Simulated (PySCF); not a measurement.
# How the method changes the shape and vibrations of BGeH3NO anion

These are calculations, not measurements. The program is PySCF 2.14.0, an open-source quantum chemistry code, run on an isolated molecule that a program drew, which may never have been made. The molecule is BGeH3NO anion (charge -1, singlet), drawn as the SMILES string `B=[N][GeH2][O-]`.

The geometry was optimised and harmonic frequencies were computed with HF and MP2, all in the aug-cc-pVDZ basis, for the commonest isotopes, with a restricted reference for singlets and an unrestricted one otherwise, and a frozen core in MP2. Germanium has the aug-cc-pVDZ-PP basis, with a core potential (ECP10MDF) in place of its 10 inner electrons, and its 3s, 3p and 3d shells are frozen in MP2. Each result is a local minimum of its method.

Geometry at the HF minimum:
```xyz
7
BGeH3NO anion, angstrom
B    -0.2013   -0.8894   -1.0293
N    -0.4405   -0.7983    0.1758
Ge   -0.9378   -0.6246    2.0036
O    -2.5348   -0.1842    2.2587
H     0.0340   -0.9778   -2.1773
H     0.1530    0.3739    2.5131
H    -0.4986   -2.0177    2.5630
```

Lengths of the bonds as drawn, in Å (atoms numbered as above):
| bond | HF | MP2 |
|---|---|---|
| B1-N2 | 1.232 | 1.271 |
| N2-Ge3 | 1.902 | 1.943 |
| Ge3-O4 | 1.676 | 1.720 |
| B1-H5 | 1.175 | 1.183 |
| Ge3-H6 | 1.564 | 1.570 |
| Ge3-H7 | 1.564 | 1.570 |

Rotational constants, in GHz:
| constant | HF | MP2 |
|---|---|---|
| A | 15.35 | 14.76 |
| B | 3.003 | 2.86 |
| C | 2.591 | 2.47 |

Harmonic frequencies in cm^-1, each column in rising order, so a row needn't be the same motion in every method:
| rank | HF | MP2 |
|---|---|---|
| 1 | 122 | 113 |
| 2 | 166 | 150 |
| 3 | 310 | ? |
| 4 | 465 | 421 |
| 5 | 608 | 554 |
| 6 | 755 | 678 |
| 7 | 809 | 680 |
| 8 | 809 | 693 |
| 9 | 884 | 814 |
| 10 | 907 | 838 |
| 11 | 965 | 902 |
| 12 | 1988 | 1770 |
| 13 | 1989 | 1961 |
| 14 | 2074 | 2015 |
| 15 | 2922 | 2837 |

**Estimate the missing MP2 frequency from the HF column.**

A single factor s that minimises the squared misfit of MP2 against s times HF over the other rows is sum(HF x MP2) / sum(HF^2) = 0.9473, with an rms misfit of 55 cm^-1. For rank 3 it gives 0.9473 x 310 = 294 cm^-1. The calculation gives 275 cm^-1, 19 cm^-1 below the estimate. The drawn bonds are on average 1.6 % longer in MP2 than in HF.
